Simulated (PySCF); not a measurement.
Isomers of C4H11BO, mass 86.090 u with the commonest isotopes. Computed with PBE0-D3(BJ)/def2-SVP geometry optimisation, gas phase in PySCF. One conformer each, none proved a minimum here; rigid rotors.

Question: Order these by rotational constant C, largest first.
A. `[CH3:1][O:2][CH2:3][B:4]([CH3:5])[CH3:6]` with C1–O2–C3–B4 180°, O2–C3–B4–C5 -4°
B. BEt2(OH) (`CCB(O)CC`)
C. `[BH3-:1][O+:2]1[CH2:3][CH2:4][CH2:5][CH2:6]1` with B1–O2–C3–C4 -162°, O2–C3–C4–C5 37°, C3–C4–C5–C6 -38°, C4–C5–C6–O2 25°

Answer: C (2344 MHz), B (1797 MHz), A (1486 MHz).

Question: Order these by radius of gyration √(Σ m r²/M), smallest first.
A. `[CH3:1][O:2][CH2:3][B:4]([CH3:5])[CH3:6]` with C1–O2–C3–B4 180°, O2–C3–B4–C5 -4°
B. BEt2(OH), `CCB(O)CC`
C. `[BH3-:1][O+:2]1[CH2:3][CH2:4][CH2:5][CH2:6]1` with B1–O2–C3–C4 -162°, O2–C3–C4–C5 37°, C3–C4–C5–C6 -38°, C4–C5–C6–O2 25°

Answer: C (1.630 Å), B (1.873 Å), A (2.006 Å).

Question: Order these by dipole moment, largest first.
A. `[CH3:1][O:2][CH2:3][B:4]([CH3:5])[CH3:6]` with C1–O2–C3–B4 180°, O2–C3–B4–C5 -4°
B. `[BH3-:1][O+:2]1[CH2:3][CH2:4][CH2:5][CH2:6]1` with B1–O2–C3–C4 -162°, O2–C3–C4–C5 37°, C3–C4–C5–C6 -38°, C4–C5–C6–O2 25°
C. BEt2(OH) (`CCB(O)CC`)

Answer: B (5.80 D), C (1.43 D), A (1.03 D).

```tsv
SMILES	point group	Ia (u·Å²)	Ib (u·Å²)	Ic (u·Å²)	κ	μa (D)	μb (D)	μc (D)
CCB(O)CC	–	147.93	175.00	281.30	0.35	1.32	0.16	0.54
COCB(C)C	–	76.06	276.59	340.07	-0.87	0.12	1.02	0.07
[BH3-][O+]1CCCC1	C1	78.52	163.10	215.62	-0.63	5.79	0.03	0.41
```
